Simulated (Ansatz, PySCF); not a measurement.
Potential energy surface of CH4B (anion, charge -1), singlet: twist about the double or partial double bond, both ends planar. Scanned: twist about the central bond. Other coordinates (C-B length, H-C-B angle, H-B-C angle, C-H length, B-H length) were minimised at B3LYP/def2-TZVP.

- RKS-PBE/aug-cc-pVDZ = restricted PBE/aug-cc-pVDZ (Ansatz, an electronic-structure program)
- CAM-B3LYP/aug-cc-pVDZ (PySCF)
- CCSD(T) on RHF/aug-cc-pVDZ, 2 core orbitals frozen (PySCF)

Energies relative to the lowest point of each profile, in mEh; the last columns give the difference from CCSD(T):

```json
[
 {"at / °": "0", "RKS-PBE/aug-cc-pVDZ": "0.0", "CAM-B3LYP": "0.0", "CCSD(T)": "0.0", "RKS-PBE/aug-cc-pVDZ − CCSD(T)": "0.0", "CAM-B3LYP − CCSD(T)": "0.0"},
 {"at / °": "7.50", "RKS-PBE/aug-cc-pVDZ": "0.8", "CAM-B3LYP": "0.8", "CCSD(T)": "0.8", "RKS-PBE/aug-cc-pVDZ − CCSD(T)": "0.0", "CAM-B3LYP − CCSD(T)": "0.0"},
 {"at / °": "15", "RKS-PBE/aug-cc-pVDZ": "3.0", "CAM-B3LYP": "3.2", "CCSD(T)": "3.1", "RKS-PBE/aug-cc-pVDZ − CCSD(T)": "-0.1", "CAM-B3LYP − CCSD(T)": "0.1"},
 {"at / °": "22.50", "RKS-PBE/aug-cc-pVDZ": "6.8", "CAM-B3LYP": "7.2", "CCSD(T)": "7.0", "RKS-PBE/aug-cc-pVDZ − CCSD(T)": "-0.2", "CAM-B3LYP − CCSD(T)": "0.2"},
 {"at / °": "30", "RKS-PBE/aug-cc-pVDZ": "11.9", "CAM-B3LYP": "12.7", "CCSD(T)": "12.4", "RKS-PBE/aug-cc-pVDZ − CCSD(T)": "-0.4", "CAM-B3LYP − CCSD(T)": "0.4"},
 {"at / °": "37.50", "RKS-PBE/aug-cc-pVDZ": "18.5", "CAM-B3LYP": "19.7", "CCSD(T)": "19.1", "RKS-PBE/aug-cc-pVDZ − CCSD(T)": "-0.7", "CAM-B3LYP − CCSD(T)": "0.6"},
 {"at / °": "45", "RKS-PBE/aug-cc-pVDZ": "26.2", "CAM-B3LYP": "27.9", "CCSD(T)": "27.1", "RKS-PBE/aug-cc-pVDZ − CCSD(T)": "-0.9", "CAM-B3LYP − CCSD(T)": "0.8"},
 {"at / °": "52.50", "RKS-PBE/aug-cc-pVDZ": "35.1", "CAM-B3LYP": "37.3", "CCSD(T)": "36.3", "RKS-PBE/aug-cc-pVDZ − CCSD(T)": "-1.2", "CAM-B3LYP − CCSD(T)": "1.0"},
 {"at / °": "60", "RKS-PBE/aug-cc-pVDZ": "44.9", "CAM-B3LYP": "47.6", "CCSD(T)": "46.4", "RKS-PBE/aug-cc-pVDZ − CCSD(T)": "-1.6", "CAM-B3LYP − CCSD(T)": "1.2"},
 {"at / °": "67.50", "RKS-PBE/aug-cc-pVDZ": "55.3", "CAM-B3LYP": "58.5", "CCSD(T)": "57.3", "RKS-PBE/aug-cc-pVDZ − CCSD(T)": "-2.0", "CAM-B3LYP − CCSD(T)": "1.3"},
 {"at / °": "75", "RKS-PBE/aug-cc-pVDZ": "66.0", "CAM-B3LYP": "69.5", "CCSD(T)": "68.5", "RKS-PBE/aug-cc-pVDZ − CCSD(T)": "-2.5", "CAM-B3LYP − CCSD(T)": "1.0"},
 {"at / °": "82.50", "RKS-PBE/aug-cc-pVDZ": "76.4", "CAM-B3LYP": "79.7", "CCSD(T)": "79.6", "RKS-PBE/aug-cc-pVDZ − CCSD(T)": "-3.2", "CAM-B3LYP − CCSD(T)": "0.1"},
 {"at / °": "90", "RKS-PBE/aug-cc-pVDZ": "84.0", "CAM-B3LYP": "85.9", "CCSD(T)": "87.6", "RKS-PBE/aug-cc-pVDZ − CCSD(T)": "-3.6", "CAM-B3LYP − CCSD(T)": "-1.7"}
]
```

RKS-PBE/aug-cc-pVDZ is furthest from CCSD(T) at 90 (-3.6 mEh, below); its mean absolute difference over the points is 1.3 mEh.

CAM-B3LYP is furthest from CCSD(T) at 90 (-1.7 mEh, below); its mean absolute difference over the points is 0.6 mEh.

Near 90° the triplet can lie below this singlet.
